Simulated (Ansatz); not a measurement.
Question: Name a neutral molecule of C, Ga, O and H with LUMO energy (PBE/def2-TZVPP) between -1.25 and -0.95 eV and HOMO energy (PBE/def2-TZVPP) between -6.90 and -6.60 eV (Ansatz, PBE0-D4/def2-TZVP geometry).

Answer: `[CH3][Ga]([OH])[OH]` (-1.11 eV, -6.83 eV); `C[CH2][Ga]([OH])[OH]` (-1.10 eV, -6.79 eV). Other molecules can fit too; these were computed, each in one conformer that needn't be the lowest.
